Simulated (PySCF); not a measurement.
# Tellurium: a sound run and one with changed settings

Sound run: Te [Kr] 4d10 5s2 5p4, Te⁺ [Kr] 4d10 5s2 5p3. Calculation: PySCF 2.14, in cc-pVTZ-PP with ECP28MDF (5s4p3d1f, 39 functions); scalar relativity through the core potential. The sound run starts from symmetry-adapted Hartree-Fock orbitals and uses a fine grid where one is needed.

Changed run: 14 angular points. This setting is unsound on purpose.

| species | method | sound run (hartree) | changed run (hartree) | converged |
| --- | --- | --- | --- | --- |
| Te | UHF | -267.00591 | -267.00591 | yes |
| Te | TPSS | -267.87846 | -267.87857 | yes |
| Te | PBE0 | -267.99470 | -267.99477 | yes |
| Te⁺ | UHF | -266.72126 | -266.72126 | yes |
| Te⁺ | TPSS | -267.55781 | -267.55781 | yes |
| Te⁺ | PBE0 | -267.67375 | -267.67375 | yes |

Ionisation energy of Te:

| method | sound run (eV) | changed run (eV) |
| --- | --- | --- |
| UHF | 7.746 | 7.746 |
| TPSS | 8.725 | 8.728 |
| PBE0 | 8.733 | 8.735 |

A coarse angular grid integrates products of high-l functions wrongly, so density functionals can shift, and the SCF can exploit the error; Hartree-Fock and MP2 need no grid.

For comparison, NIST gives 9.010 eV between the lowest levels.
